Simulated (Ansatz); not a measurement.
Job for Ansatz (a program for electronic structure): R-B97M-V/def2-TZVPP on ZrSe, 2S+1 = 1, a spin state set in the input, which need not be the lowest, a point of a bond scan (R = 2.286 Å). Elements past Kr take the def2 small-core potentials; no spin–orbit coupling.

Ansatz 0.2 input:
```yaml
crystal:
  periodic: [false, false, false]
  atoms:
    - {symbol: Zr, position_ang: [0.00000000, 0.00000000, 0.00000000]}
    - {symbol: Se, position_ang: [0.00000000, 0.00000000, 2.28595200]}
basis:
  gaussian:
    orbitals: def2-TZVPP
    pivot_positions_ang: [[0.00000000, 0.00000000, 0.00000000], [0.00000000, 0.00000000, 2.28595200]]
hamiltonian:
  xc: {name: B97M-V}
output: {forces: true, orbitals: {seedname: ./end}}
```

Output:

```
WARN ansatz: RAYON_NUM_THREADS=2 ignored (pool sized by the plan → 2); use --threads N
Functional definition: B97M-V
integrals: 0.05 GiB planned
699 factors; their error is unknown
mean field: 0.36 GiB planned
mean field evaluation 1: about -66613.7579 eV, gradient 3.0e1 eV
mean field evaluation 2: about -66555.7211 eV, gradient 1.3e2 eV
mean field evaluation 4: about -66615.6118 eV, gradient 2.0e1 eV
mean field evaluation 8: about -66616.9438 eV, gradient 2.1e-1 eV
mean field evaluation 16: about -66616.9162 eV, gradient 1.2e-4 eV
mean field evaluation 32: about -66616.2292 eV, gradient 2.9e0 eV
mean field -66616.91623910 eV, -2448.1265172192 hartree, gradient 2.9e-5 eV, S^2 0.000000; 4 other end points of the search recorded, 0 dependent functions left out
the calculation of the forces begins
reference -66616.91628533 eV, -2448.1265189182 hartree; 23, 23 occupied and 81, 81 virtual orbitals, 699 factors
Total energy: -66616.91628533 eV, -2448.1265189182 hartree
Atom 0 at     0.000000     0.000000     0.000000 Å, force     0.000000    -0.000000    -0.122728 eV/Å
Atom 1 at     0.000000     0.000000     2.285952 Å, force    -0.000000     0.000000     0.122728 eV/Å
Dipole moment:    -0.000000     0.000000    -0.669964 e Å
```

Self-consistency was reached.

Cost: very roughly 14 core-seconds.
